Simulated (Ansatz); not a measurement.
Cost and result up the ladder for trans-Ti(H2O)2F4 (TiO₂F₄H₄) (11 atoms). The state is a singlet with charge 0. Geometry: r2SCAN-D4/def2-SVP.

```csv
atom,x (Å),y (Å),z (Å)
F1,0.2198,0.2583,-1.6437
F2,-0.3376,-1.1849,1.4654
F3,1.4990,0.4665,0.6110
F4,-1.8919,0.2403,-0.1030
O5,0.3084,-1.9951,-0.7347
O6,-0.4183,1.9527,0.7978
Ti7,-0.1386,-0.0595,0.0892
H8,0.6518,-2.6213,-0.0807
H9,0.9002,-1.9539,-1.5002
H10,-1.1714,2.4003,0.3852
H11,0.3787,2.4964,0.7137
```

Ansatz on 4 threads of Arm Neoverse V1 on a shared host. Times are rough, and most runs start from the orbitals of an earlier one. ωB97X-V/def2-TZVP serves as the yardstick here, not as an exact answer. Differences are given only for rows in sets of like size (and for xTB, whose basis is part of the method), since another set adds its own error. Binding counts from free atoms at the same level (F doublet, O triplet, Ti triplet, H doublet; other spins of the atoms weren't run), without zero-point energy or a counterpoise term.

Correlated methods freeze 11 core orbitals; core or outer-core shells of Ti are correlated, in sets that lack core-valence functions. The rows differ in basis, and correlated rows in double-zeta sets carry the largest basis error. No other spin state of charge 0 was run. Another isomer (singlet) lies 0.39 eV lower at PBE0-D4/def2-TZVP; other spin states weren't run for this one.

Correlated methods converge slowly with the basis, most of all in double-zeta sets.

| level | functions | wall time |
| --- | --- | --- |
| HF/STO-3G | 52 | 0.25 s |
| PBE-D4/def2-SVP | 135 | 1.6 s |
| PBE0-D4/def2-SVP | 135 | 2.4 s |
| BHLYP-D4/def2-TZVP | 255 | 6 s |
| MP2/def2-TZVP | 255 | 6 s |
| PBE0-D4/def2-TZVP | 255 | 6.5 s |
| CAM-B3LYP-D4/def2-TZVP | 255 | 6.5 s |
| ωB97X-V/def2-TZVP | 255 | 14 s |
| CCSD(T)/def2-SVP | 135 | 49 s |

Estimate what each level gives for the binding energy per atom (eV).


| level | binding energy per atom (eV) | difference from ωB97X-V/def2-TZVP (eV) |
| --- | --- | --- |
| HF/STO-3G | 3.46 | – |
| PBE-D4/def2-SVP | 4.34 | – |
| PBE0-D4/def2-SVP | 4.06 | – |
| BHLYP-D4/def2-TZVP | 3.78 | -0.30 |
| MP2/def2-TZVP | 4.14 | 0.06 |
| PBE0-D4/def2-TZVP | 4.04 | -0.05 |
| CAM-B3LYP-D4/def2-TZVP | 4.11 | 0.03 |
| ωB97X-V/def2-TZVP | 4.08 | 0.00 |
| CCSD(T)/def2-SVP | 3.87 | – |
